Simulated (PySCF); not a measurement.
C4H7ClGe.
Bonds: Cl1–C2, C2–C3 (double), C3–C4, C4–Ge5, Ge5–C6, C2–C6. Hydrogens: H7 on C3; H8, H9 on C4; H10, H11 on Ge5; H12, H13 on C6.

Vertical excitations from PySCF (density fitting, frozen core in the response, grid level 2 and gas phase unless stated; continuum runs use non-equilibrium linear response for the excitations) on a GFN2-xTB geometry. Reference run:

```json
{"settings": "PBE0/def2-SVPD, full TDDFT, 6 singlets", "S1, eV (f)": "6.15 (0.000)", "S2, eV (f)": "6.35 (0.001)", "S3, eV (f)": "6.54 (0.194)", "S4, eV (f)": "6.81 (0.000)", "S5, eV (f)": "6.96 (0.000)", "S6, eV (f)": "7.14 (0.000)", "T1, eV (Tamm–Dancoff)": "4.19", "mean α (au)": "88.8"}
```

What do these settings give: HSE06/def2-SVPD, fitting basis def2-qzvpp-jkfit, TDA, 1 singlet?

```csv
settings,"S1, eV (f)","S2, eV (f)","S3, eV (f)","S4, eV (f)","S5, eV (f)","S6, eV (f)","T1, eV (Tamm–Dancoff)",mean α (au)
"HSE06/def2-SVPD, fitting basis def2-qzvpp-jkfit, TDA, 1 singlet",6.11 (0.000),–,–,–,–,–,4.18,89.1
```

S1 moves by -0.04 eV; functional and response scheme change together, so the shift can't be laid on one. States are counted by energy in each run and needn't keep their character from row to row.

Which orbital pairs make up S1 in each run, and how does it sit against the orbital gap?

| settings | S1 configurations (weight) | S1 (eV) | orbital gap (eV) | S1 − gap (eV) |
| --- | --- | --- | --- | --- |
| PBE0/def2-SVPD, full TDDFT, 6 singlets | H→L+1 0.90 | 6.15 | 7.18 | -1.03 |
| HSE06/def2-SVPD, fitting basis def2-qzvpp-jkfit, TDA, 1 singlet | H→L+1 0.93 | 6.11 | 6.40 | -0.29 |

 Relativistic effects, spin–orbit coupling among them, are left out although an element past zinc is present.
